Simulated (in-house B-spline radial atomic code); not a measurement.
Values are calculated unless marked as measured or tabulated.
**C6 from the polarisability at imaginary frequency: K+**

RPBE linear response of the closed shell [Ne] 3s2 3p6, from an all-electron radial atomic-structure program (B-spline basis); non-relativistic, point nucleus, no spin-orbit coupling.

The dispersion coefficient of two like species is C6 = (3/π) ∫ α(iu)² du from 0 to ∞.

```csv
u (hartree),α(iu) (bohr³)
0,5.716
0.0849,5.67
0.198,5.475
0.339,5.071
0.566,4.252
0.849,3.272
1.27,2.205
1.98,1.234
2.83,0.717
4.24,0.3728
7.07,0.1613
14.1,0.05281
```

Q: Fit one oscillator, α(iu) = α(0)/(1 + u²/ω²), through u = 1.98 and estimate C6.

A: From α(0)/α(iu) − 1 = 5.716/1.234 − 1 = 3.6321, ω = u/√3.6321 = 1.0389 hartree (28.3 eV). London's formula gives C6 = (3/4) α(0)² ω = 0.75 × 5.716² × 1.0389 = 25.46 hartree·bohr⁶, and the oscillator holds f = α(0) ω² = 6.17 electrons, of a sum of oscillator strengths of 18.0.

Q: How does that compare with the full integral?

A: The program's quadrature over all excitations gives C6 = 24.55, so the single oscillator is off by +3.7 %. At the last point the fit gives α = 0.0309 against 0.0528: higher excitations, and deeper shells where there are any, keep the true curve higher at large u.
